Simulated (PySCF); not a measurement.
methylamine (CH5N), singlet, geometry from GFN2-xTB; PySCF with MP2/def2-SVP.

The PySCF input:
```python
from pyscf import gto, scf, mp

mol = gto.Mole()
mol.atom = '''
    C     0.06015742    0.70059241   -0.00131411
    N     0.03966195   -0.75172453    0.00299697
    H    -0.93451955    1.16943137   -0.01795391
    H    -0.46398692   -1.09295311    0.81518120
    H    -0.43905591   -1.09816464   -0.82195807
    H     0.58603787    1.04291425    0.88931393
    H     0.61294631    1.03728935   -0.87767727
'''
mol.basis = 'def2-svp'
mol.verbose = 4
mol.build()

mf = scf.RHF(mol)
mf.kernel()

pt = mp.MP2(mf, frozen=2)
pt.kernel()
print('E(MP2) = %.10f' % pt.e_tot)
```

Predict the main parts of the log of this PySCF run.


```
PySCF version 2.14.0

[INPUT] verbose = 4
[INPUT] num. atoms = 7
[INPUT] num. electrons = 18
[INPUT] charge = 0
[INPUT] spin (= nelec alpha-beta = 2S) = 0
[INPUT] symmetry False subgroup None
[INPUT] Mole.unit = angstrom
[INPUT] Symbol           X                Y                Z      unit          X                Y                Z       unit  Magmom
[INPUT]  1 C      0.060157420000   0.700592410000  -0.001314110000 AA    0.113681048160   1.323927779849  -0.002483307998 Bohr   0.0
[INPUT]  2 N      0.039661950000  -0.751724530000   0.002996970000 AA    0.074950223066  -1.420553482817   0.005663452504 Bohr   0.0
[INPUT]  3 H     -0.934519550000   1.169431370000  -0.017953910000 AA   -1.765986007552   2.209905010775  -0.033927972765 Bohr   0.0
[INPUT]  4 H     -0.463986920000  -1.092953110000   0.815181200000 AA   -0.876808204180  -2.065382044892   1.540469209894 Bohr   0.0
[INPUT]  5 H     -0.439055910000  -1.098164640000  -0.821958070000 AA   -0.829695423272  -2.075230409282  -1.553275638176 Bohr   0.0
[INPUT]  6 H      0.586037870000   1.042914250000   0.889313930000 AA    1.107451072923   1.970822303906   1.680559766461 Bohr   0.0
[INPUT]  7 H      0.612946310000   1.037289350000  -0.877677270000 AA    1.158300654963   1.960192783428  -1.658569666056 Bohr   0.0

nuclear repulsion = 42.1784132752882
number of shells = 27
number of NR pGTOs = 83
number of NR cGTOs = 53
basis = def2-svp
ecp = {}

******** <class 'pyscf.scf.hf.RHF'> ********
method = RHF
initial guess = minao
damping factor = 0
level_shift factor = 0
DIIS = <class 'pyscf.scf.diis.CDIIS'>
diis_start_cycle = 1
diis_space = 8
diis_damp = 0
SCF conv_tol = 1e-09
SCF conv_tol_grad = None
SCF max_cycles = 50
direct_scf = True
direct_scf_tol = 1e-13
Set gradient conv threshold to 3.16228e-05
Initial guess from minao.
init E= -95.1776935187889
  HOMO = -0.266092364513618  LUMO = 0.118888742546785  gap/eV = 10.47587
cycle= 1 E= -95.1220654876859  delta_E= 0.0556  |g|= 0.281  |ddm|= 2.25
  HOMO = -0.373619950399909  LUMO = 0.170966323682797  gap/eV = 14.81895
cycle= 2 E= -95.1432433854984  delta_E= -0.0212  |g|= 0.0822  |ddm|= 0.273
  HOMO = -0.387966711504929  LUMO = 0.177739641902962  gap/eV = 15.39365
cycle= 3 E= -95.1449183489171  delta_E= -0.00167  |g|= 0.0294  |ddm|= 0.0838
  HOMO = -0.382336520293269  LUMO = 0.179071517686657  gap/eV = 15.27669
cycle= 4 E= -95.1451614272238  delta_E= -0.000243  |g|= 0.00533  |ddm|= 0.0285
  HOMO = -0.384210876812569  LUMO = 0.178718514074049  gap/eV = 15.31809
cycle= 5 E= -95.1451736676856  delta_E= -1.22e-05  |g|= 0.00165  |ddm|= 0.0093
  HOMO = -0.384008245929488  LUMO = 0.178795413795662  gap/eV = 15.31467
cycle= 6 E= -95.1451754461937  delta_E= -1.78e-06  |g|= 0.000601  |ddm|= 0.00379
  HOMO = -0.384204553852019  LUMO = 0.178768926053512  gap/eV = 15.31929
cycle= 7 E= -95.1451757449165  delta_E= -2.99e-07  |g|= 0.000165  |ddm|= 0.00197
  HOMO = -0.384203542594408  LUMO = 0.178769545465424  gap/eV = 15.31928
cycle= 8 E= -95.1451757708336  delta_E= -2.59e-08  |g|= 2.43e-05  |ddm|= 0.000715
  HOMO = -0.384200561398556  LUMO = 0.178769994344822  gap/eV = 15.31921
cycle= 9 E= -95.1451757713444  delta_E= -5.11e-10  |g|= 6.06e-06  |ddm|= 8.94e-05
  HOMO = -0.384199803175089  LUMO = 0.17877006816105  gap/eV = 15.31919
Extra cycle  E= -95.1451757713705  delta_E= -2.61e-11  |g|= 2.69e-06  |ddm|= 1.35e-05
converged SCF energy = -95.1451757713705

******** <class 'pyscf.mp.mp2.RMP2'> ********
nocc = 7, nmo = 51
frozen orbitals 2
E(RMP2) = -95.4697961138147  E_corr = -0.324620342444175
E(SCS-RMP2) = -95.4721727338716  E_corr = -0.32699696250114
E_corr(same-spin) = -0.0721701328060029
E_corr(oppo-spin) = -0.252450209638172
E(MP2) = -95.4697961138
```
